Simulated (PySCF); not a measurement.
C3H8Cl2GeO (SMILES CC[O][Ge]([CH3])([Cl])[Cl]), singlet, at a GFN2-xTB geometry; CASSCF(2,3)/STO-3G (PySCF).

PySCF was given this input:
```python
from pyscf import gto, scf, mcscf
import numpy

mol = gto.M(
    atom='''
C    -2.87415043    0.50104535    0.31829558
C    -1.95572442    1.40781649   -0.48518396
O    -0.61751450    1.39321858   -0.02281878
Ge    0.55178637    0.07567688    0.01762783
C     2.31488984    0.98117055    0.14735156
Cl    0.17336244   -1.16336748    1.71198153
Cl    0.29848805   -1.11675693   -1.73482892
H    -3.89985429    0.62139485   -0.02028145
H    -2.81297448    0.75041208    1.37488179
H    -2.57549634   -0.53858696    0.18740473
H    -2.27712062    2.45105266   -0.39473427
H    -1.98729117    1.12352887   -1.54356420
H     3.08190051    0.25859118    0.40753036
H     2.26098260    1.74520087    0.91569505
H     2.56125722    1.44291805   -0.80284620
''',
    basis='sto-3g',
    verbose=4,
)

mf = scf.RHF(mol)
mf.kernel()
mc = mcscf.CASSCF(mf, 3, 2)
mc.fix_spin_(ss=0.0)
mc.conv_tol = 1e-5
mc.kernel()
occ = numpy.linalg.eigvalsh(mc.fcisolver.make_rdm1(mc.ci, mc.ncas, mc.nelecas))[::-1]
ss = mc.fcisolver.spin_square(mc.ci, mc.ncas, mc.nelecas)[0]
print('natural occupations', occ.round(4), ' <S^2>', round(ss, 4))
```

Problem. What does PySCF print? Leave out banner, timings and long lists.

Solution. 
```
PySCF version 2.14.0

[INPUT] verbose = 4
[INPUT] num. atoms = 15
[INPUT] num. electrons = 100
[INPUT] charge = 0
[INPUT] spin (= nelec alpha-beta = 2S) = 0
[INPUT] symmetry False subgroup None
[INPUT] Mole.unit = angstrom
[INPUT] Symbol           X                Y                Z      unit          X                Y                Z       unit  Magmom
[INPUT]  1 C     -2.874150430000   0.501045350000   0.318295580000 AA   -5.431357153501   0.946838487487   0.601491472860 Bohr   0.0
[INPUT]  2 C     -1.955724420000   1.407816490000  -0.485183960000 AA   -3.695783528924   2.660387599746  -0.916864804432 Bohr   0.0
[INPUT]  3 O     -0.617514500000   1.393218580000  -0.022818780000 AA   -1.166933282948   2.632801547855  -0.043121244697 Bohr   0.0
[INPUT]  4 Ge     0.551786370000   0.075676880000   0.017627830000 AA    1.042725118568   0.143008577162   0.033311770870 Bohr   0.0
[INPUT]  5 C      2.314889840000   0.981170550000   0.147351560000 AA    4.374507806138   1.854143620989   0.278454092427 Bohr   0.0
[INPUT]  6 Cl     0.173362440000  -1.163367480000   1.711981530000 AA    0.327607531886  -2.198445919425   3.235176222014 Bohr   0.0
[INPUT]  7 Cl     0.298488050000  -1.116756930000  -1.734828920000 AA    0.564060665955  -2.110364745410  -3.278351531775 Bohr   0.0
[INPUT]  8 H     -3.899854290000   0.621394850000  -0.020281450000 AA   -7.369656533810   1.174266081715  -0.038326385909 Bohr   0.0
[INPUT]  9 H     -2.812974480000   0.750412080000   1.374881790000 AA   -5.315751362591   1.418073311765   2.598150036752 Bohr   0.0
[INPUT] 10 H     -2.575496340000  -0.538586960000   0.187404730000 AA   -4.866982717420  -1.017781848662   0.354143614148 Bohr   0.0
[INPUT] 11 H     -2.277120620000   2.451052660000  -0.394734270000 AA   -4.303134324400   4.631818244287  -0.745939662280 Bohr   0.0
[INPUT] 12 H     -1.987291170000   1.123528870000  -1.543564200000 AA   -3.755436041066   2.123161857342  -2.916913593683 Bohr   0.0
[INPUT] 13 H      3.081900510000   0.258591180000   0.407530360000 AA    5.823947907057   0.488666508428   0.770120767845 Bohr   0.0
[INPUT] 14 H      2.260982600000   1.745200870000   0.915695050000 AA    4.272637886407   3.297951676653   1.730412858120 Bohr   0.0
[INPUT] 15 H      2.561257220000   1.442918050000  -0.802846200000 AA    4.840074680365   2.726719934691  -1.517159438148 Bohr   0.0

nuclear repulsion = 830.994064899398
number of shells = 38
number of NR pGTOs = 192
number of NR cGTOs = 64
basis = sto-3g
ecp = {}

******** <class 'pyscf.scf.hf.RHF'> ********
method = RHF
initial guess = minao
damping factor = 0
level_shift factor = 0
DIIS = <class 'pyscf.scf.diis.CDIIS'>
diis_start_cycle = 1
diis_space = 8
diis_damp = 0
SCF conv_tol = 1e-09
SCF conv_tol_grad = None
SCF max_cycles = 50
direct_scf = True
direct_scf_tol = 1e-13
Set gradient conv threshold to 3.16228e-05
Initial guess from minao.
init E= -3149.17804103678
  HOMO = -0.47851727161692  LUMO = -0.16259226712841  gap/eV = 8.59676
cycle= 1 E= -3151.69413627792  delta_E= -2.52  |g|= 0.532  |ddm|= 4.54
  HOMO = -0.220541843425994  LUMO = 0.277560545481791  gap/eV = 13.55406
cycle= 2 E= -3151.7950258232  delta_E= -0.101  |g|= 0.173  |ddm|= 0.979
  HOMO = -0.353473698071561  LUMO = 0.267099299675381  gap/eV = 16.88665
cycle= 3 E= -3151.80626715592  delta_E= -0.0112  |g|= 0.0442  |ddm|= 0.324
  HOMO = -0.346151033677426  LUMO = 0.258852399895097  gap/eV = 16.46298
cycle= 4 E= -3151.8073618613  delta_E= -0.00109  |g|= 0.00788  |ddm|=  0.1
  HOMO = -0.348810767871886  LUMO = 0.258769174532963  gap/eV = 16.53309
cycle= 5 E= -3151.80741280266  delta_E= -5.09e-05  |g|= 0.00176  |ddm|= 0.0265
  HOMO = -0.348693670651846  LUMO = 0.258536428243542  gap/eV = 16.52357
cycle= 6 E= -3151.80741495997  delta_E= -2.16e-06  |g|= 0.000393  |ddm|= 0.00509
  HOMO = -0.348807311888218  LUMO = 0.258500259287105  gap/eV = 16.52568
cycle= 7 E= -3151.80741507373  delta_E= -1.14e-07  |g|= 8.22e-05  |ddm|= 0.00125
  HOMO = -0.348812011857708  LUMO = 0.258510064679589  gap/eV = 16.52608
cycle= 8 E= -3151.80741507991  delta_E= -6.18e-09  |g|= 2.7e-05  |ddm|= 0.000283
  HOMO = -0.348814443184719  LUMO = 0.258507745928795  gap/eV = 16.52608
cycle= 9 E= -3151.80741508064  delta_E= -7.27e-10  |g|= 7e-06  |ddm|= 0.000107
  HOMO = -0.348816297206246  LUMO = 0.258507851713827  gap/eV = 16.52613
Extra cycle  E= -3151.80741508066  delta_E= -2.46e-11  |g|= 3.34e-06  |ddm|= 1.82e-05
converged SCF energy = -3151.80741508066

******** <class 'pyscf.mcscf.mc1step.CASSCF'> ********
CAS (1e+1e, 3o), ncore = 49, nvir = 12
max_cycle_macro = 50
max_cycle_micro = 4
conv_tol = 1e-05
conv_tol_grad = None
orbital rotation max_stepsize = 0.02
orbital rotation threshold for CI restart = 0.01
augmented hessian ah_max_cycle = 30
augmented hessian ah_conv_tol = 1e-12
augmented hessian ah_linear dependence = 1e-14
augmented hessian ah_level shift = 1e-08
augmented hessian ah_start_tol = 2.5
augmented hessian ah_start_cycle = 3
augmented hessian ah_grad_trust_region = 3
kf_trust_region = 3
kf_interval = 4
ci_response_space = 4
ci_grad_trust_region = 3
with_dep4 0
natorb = False
canonicalization = True
sorting_mo_energy = False
ao2mo_level = 2
internal_rotation = False
******** <class 'pyscf.fci.addons.SpinPenaltyFCISolver'> ********
max. cycles = 50
conv_tol = 1e-08
davidson only = True
linear dependence = 1e-12
level shift = 0.001
max iter space = 12
nroots = 1
pspace_size = 400
spin = None
CASCI E = -3151.80815115753  S^2 = 0.0000000
Set conv_tol_grad to 0.00316228
macro iter   1 ( 21 JK    4 micro), CASSCF E = -3151.81084694319  dE = -2.69578566e-03  S^2 = 0.0000000
               |grad[o]|=0.00385  |grad[c]|=0.0169  |ddm|=0.0366  |maxRot[o]|= 0.26
macro iter   2 ( 17 JK    4 micro), CASSCF E = -3151.81118546219  dE = -3.38518996e-04  S^2 = 0.0000000
               |grad[o]|=0.00745  |grad[c]|=0.0178  |ddm|=0.0158  |maxRot[o]|=  0.1
macro iter   3 ( 17 JK    4 micro), CASSCF E = -3151.81222816318  dE = -1.04270100e-03  S^2 = 0.0000000
               |grad[o]|=0.00626  |grad[c]|=0.0126  |ddm|=0.0162  |maxRot[o]|=0.0943
macro iter   4 ( 17 JK    4 micro), CASSCF E = -3151.81270196342  dE = -4.73800231e-04  S^2 = 0.0000000
               |grad[o]|=0.0045  |grad[c]|=0.008  |ddm|=0.015  |maxRot[o]|=0.0693
macro iter   5 (  9 JK    2 micro), CASSCF E = -3151.81272992468  dE = -2.79612650e-05  S^2 = 0.0000000
               |grad[o]|=0.00222  |grad[c]|=0.00197  |ddm|=0.0018  |maxRot[o]|=0.031
macro iter   6 (  6 JK    1 micro), CASSCF E = -3151.81310113277  dE = -3.71208088e-04  S^2 = 0.0000000
               |grad[o]|=0.00129  |grad[c]|=0.00335  |ddm|=0.00224  |maxRot[o]|=0.0783
macro iter   7 (  7 JK    2 micro), CASSCF E = -3151.81367318806  dE = -5.72055293e-04  S^2 = 0.0000000
               |grad[o]|=0.00254  |grad[c]|=0.000872  |ddm|=0.00272  |maxRot[o]|=0.0699
macro iter   8 (  7 JK    2 micro), CASSCF E = -3151.81431828145  dE = -6.45093384e-04  S^2 = 0.0000000
               |grad[o]|=0.00338  |grad[c]|=0.00126  |ddm|=0.00368  |maxRot[o]|=0.0699
macro iter   9 (  7 JK    2 micro), CASSCF E = -3151.81476580009  dE = -4.47518641e-04  S^2 = 0.0000000
               |grad[o]|=0.00363  |grad[c]|=0.00361  |ddm|=0.00312  |maxRot[o]|=0.0698
macro iter  10 ( 15 JK    4 micro), CASSCF E = -3151.81395590999  dE =  8.09890101e-04  S^2 = 0.0000000
               |grad[o]|=0.00253  |grad[c]|=0.0102  |ddm|=0.0143  |maxRot[o]|=0.109
macro iter  11 ( 11 JK    2 micro), CASSCF E = -3151.81420011294  dE = -2.44202950e-04  S^2 = 0.0000000
               |grad[o]|=0.00311  |grad[c]|=0.000379  |ddm|=0.00154  |maxRot[o]|=0.0286
macro iter  12 ( 21 JK    4 micro), CASSCF E = -3151.81418967654  dE =  1.04363953e-05  S^2 = 0.0000000
               |grad[o]|=0.00267  |grad[c]|=0.00164  |ddm|=0.00106  |maxRot[o]|=0.0403
macro iter  13 ( 16 JK    3 micro), CASSCF E = -3151.81440874960  dE = -2.19073060e-04  S^2 = 0.0000000
               |grad[o]|=0.00265  |grad[c]|=0.000269  |ddm|=0.00148  |maxRot[o]|=0.0293
macro iter  14 ( 21 JK    4 micro), CASSCF E = -3151.81443911130  dE = -3.03616976e-05  S^2 = 0.0000000
               |grad[o]|=0.00223  |grad[c]|=0.00119  |ddm|=0.00117  |maxRot[o]|=0.0836
macro iter  15 ( 21 JK    4 micro), CASSCF E = -3151.81433929049  dE =  9.98208088e-05  S^2 = 0.0000000
               |grad[o]|=0.00212  |grad[c]|=0.00165  |ddm|=0.000852  |maxRot[o]|=0.0863
macro iter  16 ( 11 JK    2 micro), CASSCF E = -3151.81450351951  dE = -1.64229019e-04  S^2 = 0.0000000
               |grad[o]|=0.00236  |grad[c]|=0.000441  |ddm|=0.00125  |maxRot[o]|=0.0229
macro iter  17 ( 16 JK    3 micro), CASSCF E = -3151.81467934507  dE = -1.75825562e-04  S^2 = 0.0000000
               |grad[o]|=0.00199  |grad[c]|=0.00078  |ddm|=0.00111  |maxRot[o]|=0.0964
macro iter  18 (  6 JK    1 micro), CASSCF E = -3151.81481651994  dE = -1.37174874e-04  S^2 = 0.0000000
               |grad[o]|=0.00154  |grad[c]|=0.00116  |ddm|=0.000847  |maxRot[o]|=0.0528
macro iter  19 (  6 JK    1 micro), CASSCF E = -3151.81488929230  dE = -7.27723527e-05  S^2 = 0.0000000
               |grad[o]|=0.00108  |grad[c]|=0.000959  |ddm|=0.000643  |maxRot[o]|=0.065
macro iter  20 (  6 JK    1 micro), CASSCF E = -3151.81491328221  dE = -2.39899127e-05  S^2 = 0.0000000
               |grad[o]|=0.000643  |grad[c]|=0.000496  |ddm|=0.000293  |maxRot[o]|=0.072
macro iter  21 (  4 JK    1 micro), CASSCF E = -3151.81491858524  dE = -5.30302941e-06  S^2 = 0.0000000
               |grad[o]|=0.000393  |grad[c]|=0.000156  |ddm|=0.000104  |maxRot[o]|=0.038
macro iter  22 (  3 JK    1 micro), CASSCF E = -3151.81491920130  dE = -6.16056695e-07  S^2 = 0.0000000
               |grad[o]|=0.000285  |grad[c]|=3.19e-05  |ddm|=2.56e-05  |maxRot[o]|=0.0057
1-step CASSCF converged in  22 macro (265 JK  56 micro) steps
CASSCF canonicalization
Density matrix diagonal elements [1.98583008 0.00907464 0.00509528]
CASSCF energy = -3151.81491920130
CASCI E = -3151.81491920130  E(CI) = -1.48943972458119  S^2 = 0.0000000
natural occupations [1.9859e+00 1.4000e-02 1.0000e-04]  <S^2> 0.0
```
